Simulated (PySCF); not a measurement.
**Finite-field polarisability of Ba (barium, neutral)**

[Xe] 6s2, closed-shell 1S. Computed with PySCF 2.14 in def2-TZVPPD with the def2 core potential (46 electrons) (6s4p3d1f, 40 functions), with scalar relativity through the core potential. Frozen: nothing. Energy changes in a uniform field (μhartree):

```json
{"axis": "x", "F (au)": "0.00078", "HF": "-99.059", "MP2": "-80.812", "CCSD": "-97.355", "CCSD(T)": "-96.292"}
{"axis": "x", "F (au)": "0.00156", "HF": "-396.249", "MP2": "-323.308", "CCSD": "-389.229", "CCSD(T)": "-384.994"}
```

**Question.** Derive α along x at CCSD(T) from the two fields.

**Answer.** With ΔE = −αF²/2 − γF⁴/24, α = −(16 ΔE(F) − ΔE(2F))/(6F²) = 316.6 bohr³.

**Question.** And the mean polarisability at each level?

**Answer.** HF 325.6, MP2 265.6, CCSD 320.1, CCSD(T) 316.6 bohr³. Reference: 272 ± 10 bohr³ (recommended; Schwerdtfeger and Nagle, table of static dipole polarizabilities (2023 update)).

CCSD(T) lies more than 5 % above the reference; correlation of the frozen inner shells, absent here, would lower it, and spin-orbit coupling is absent too.
